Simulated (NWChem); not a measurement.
# C$_{2}$H$_{4}$BrCl; SMILES Br[C@H](Cl)C

```xyz
8

C     -1.7891    -0.8139    -0.1777
C     -0.4362    -0.5699     0.4380
Cl     0.7284    -1.8170    -0.0606
Br     0.2225     1.2096    -0.0155
H     -1.7257    -0.7825    -1.2743
H     -2.1561    -1.8056     0.1273
H     -2.5020    -0.0483     0.1604
H     -0.4621    -0.5859     1.5336
```
Atoms are numbered in this order, from 1.

Results from NWChem. Coordinates come from a PBE0/def2-SVP optimisation. GIAO values for the isolated, static molecule; σ is the absolute isotropic shielding, δ = σ(reference) − σ with the isolated reference molecule computed at the same levels (13C: tetramethylsilane, 1H: tetramethylsilane). Spin-orbit effects, on the heavy nuclei and on their neighbours, are missing.

Q: Predict the results for PBE/pcSseg-1. Quantities: δ C1 (ppm); δ C2 (ppm); σ Cl3 (ppm); σ Br4 (ppm); δ H5 (rotor mean) (ppm); δ H8 (ppm).

A: The δ C1 (ppm) is 36.7 and the δ C2 (ppm) comes out as 86.4. The σ Cl3 (ppm) is 616.1 and the σ Br4 (ppm) is 1743.8. The δ H5 (rotor mean) (ppm) is 1.97 and the δ H8 (ppm) is 6.21.
